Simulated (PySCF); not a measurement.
## Peak assignment

Structure with atom numbers: `[cH:1]1[cH:2][cH:3][c:4]([SiH:5]2[CH2:6][CH2:7]2)[cH:8][cH:9]1`. Each H is labelled by its parent atom. Ha(C6), Ha(C7) are cis to C4 on the ring; Hb(C6), Hb(C7) are trans to C4 on the ring.

Theory: shielding tensors at PBE/pcSseg-1 (GIAO), geometry from PBE0-D3(BJ)/def2-SVP, in PySCF 2.14 (one computed conformer, no relativistic terms, isolated molecule, fast rotation and ring inversion assumed for equivalent nuclei).

Chemical shifts δ = σref − σ; TMS for 13C (σ = 180.03 ppm), 1H (σ = 31.20 ppm), all at this level.

Question: Assign these signals to the numbered atoms. 13C{1H} NMR (computed): δ 136.7 (CH), 136.0 (C), 132.3 (CH), 131.1 (CH), -0.4 (CH2).

Answer: 
136.7 → C3/C8, aromatic CH: the aromatic region
136.0 → C4, substituted aromatic carbon
132.3 → C1, aromatic CH: the aromatic region
131.1 → C2/C9, aromatic CH
-0.4 → C6/C7, three-membered-ring carbon: carbons of three-membered rings are unusually shielded

C3/C8 and C4; C1 and C2/C9 lie closer than the usual error of such a calculation, so a measured spectrum could show them in the other order.

Question: Assign these signals to the numbered atoms. 1H NMR (600 MHz, computed): δ 7.40 (m, 2H), 7.29 (m, 1H), 7.27 (m, 2H), 3.57 (m, 1H), 0.85 (m, 2H), 0.84 (m, 2H).

Answer: 
7.40 → H(C3)/H(C8), hydrogen on an aromatic CH: it sits in the deshielding region of the aromatic ring current
7.29 → H(C1), hydrogen on an aromatic CH
7.27 → H(C2)/H(C9), hydrogen on an aromatic CH
3.57 → H(Si5), hydrogen on a silicon bonded to 3 C, in a 3-membered ring
0.85 → Hb(C6)/Hb(C7), hydrogen on a three-membered-ring carbon: cyclopropane-type protons are shielded by the ring
0.84 → Ha(C6)/Ha(C7), hydrogen on a three-membered-ring carbon

H(C3)/H(C8) and H(C1); H(C1) and H(C2)/H(C9); Hb(C6)/Hb(C7) and Ha(C6)/Ha(C7) lie closer than the usual error of such a calculation, so a measured spectrum could show them in the other order.

Shifts are as computed. Against solution values, carbons near 30 ppm lie about +2 ppm off and those near 130 ppm about +2 ppm. Of 1211 compounds with measured shifts, 218 miss one by over three times the rms of a fit or turn the order of signals round; such compounds aren't used in these exercises. Multiplicities follow the n + 1 count of equivalent neighbours, as no J values were calculated; m marks all less simple cases, F and P coupling included.
